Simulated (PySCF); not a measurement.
TlI, SMILES [I][Tl].

The structure is a stationary point at B3LYP-D3(BJ)/def2-TZVP. The def2 effective core potentials stand for the cores of I, Tl; spin–orbit coupling is left out.

Two levels are set side by side: PBE/def2-TZVPD (PySCF) and PBE0/def2-TZVPD (PySCF). Same geometry, gas phase. Differences are taken from unrounded values.

```json
[
 {"quantity": "orbital gap (eV)", "PBE0": "4.89"},
 {"quantity": "highest occupied level (eV)", "PBE0": "-6.88"},
 {"quantity": "lowest empty level (eV)", "PBE0": "-1.98"},
 {"quantity": "dipole moment (D)", "PBE0": "4.78"},
 {"quantity": "mean polarisability (bohr³)", "PBE0": "83.0"}
]
```

**Question.** What does PBE give, and how far is it from PBE0? (The exact figures need the calculation; the answer reports its results.)

**Answer.** 
| quantity | PBE | PBE minus PBE0 |
|---|---|---|
| orbital gap (eV) | 3.26 | -1.64 |
| highest occupied level (eV) | -5.87 | 1.01 |
| lowest empty level (eV) | -2.61 | -0.63 |
| dipole moment (D) | 4.44 | -0.34 |
| mean polarisability (bohr³) | 85.9 | 2.9 |

Without exact exchange PBE keeps part of each electron's self-repulsion, which lifts occupied levels and narrows the gap. PBE's more diffuse valence density responds more strongly to a field. Differences between two approximate levels are no errors against the true value.

Rough cost on one machine, each run with all the roots and properties that it gave: PBE0 against PBE within a factor of 2.
